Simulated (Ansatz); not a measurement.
Calculated with Ansatz (gas phase, PBE0-D4/def2-TZVP geometries, no zero-point term in ΔE). CCSD(T)/CBS adds triple-zeta CCSD(T) − MP2 to the extrapolated MP2 energy (def2 sets, frozen cores). This one scheme is used for every species, atoms too. DFT in def2-TZVPP. Open shells (•) are unrestricted, without spin–orbit coupling. Spin–orbit coupling would lower the free atoms: a little for C, Cl, F, Si; clearly for Se. For Se outer-core shells are correlated without core-valence functions, so the limit isn't a true one: a few kJ/mol of doubt a bond, and 10 to 20 or more in all where bonds break to atoms. Scalar relativity is left out up to krypton. Each species was taken in one conformer, which may not be the lowest.

`C[Si](F)(Cl)[SeH]` → C• + Cl• + F• + 4 H• + Se• + Si•  (atomization)

```json
{"level": "BLYP-D4", "ΔE (eV)": "33.14"}
{"level": "B97M-V", "ΔE (eV)": "33.70"}
{"level": "BHLYP-D4", "ΔE (eV)": "32.49"}
{"level": "ωB97M-V", "ΔE (eV)": "33.56"}
{"level": "HF/def2-SVP", "ΔE (eV)": "24.51"}
{"level": "MP2/def2-SVP", "ΔE (eV)": "31.60"}
{"level": "CCSD/def2-TZVPP", "ΔE (eV)": "32.13"}
{"level": "HF/def2-QZVPP", "ΔE (eV)": "24.90"}
```

(1) What does CCSD(T)/CBS give? (Best estimate.)

Largest T1 diagnostic among the species: 0.012.

Results:

(1) The calculation gave: +33.67 eV. The listed levels differ from it by -0.53, 0.03, -1.18, -0.11, -9.16, -2.07, -1.54, -8.77 eV.

Leaving LDA and LC-ωPBE aside and taking each functional with its dispersion term where it has one, the values, not all of them listed here, spread over 1.42 eV, from BHLYP-D4 to PBE-D4. LDA lies +4.50 eV from PBE without D4, its usual overbinding. The D4 term adds +0.44 eV with B3LYP and +0.23 eV with PBE0; it sums over pairs of atoms, weighted by their polarisabilities, and B3LYP, whose exchange is more repulsive, gets the larger term.

B3LYP here is the variant with VWN-RPA as its local correlation; programs differ in this.

For atomizations the MP2-based limit and the directly extrapolated one differ by several kJ/mol either way, and by 10 to 25 for some Ge, Se and Sn compounds, so smaller differences from it don't rank the levels.
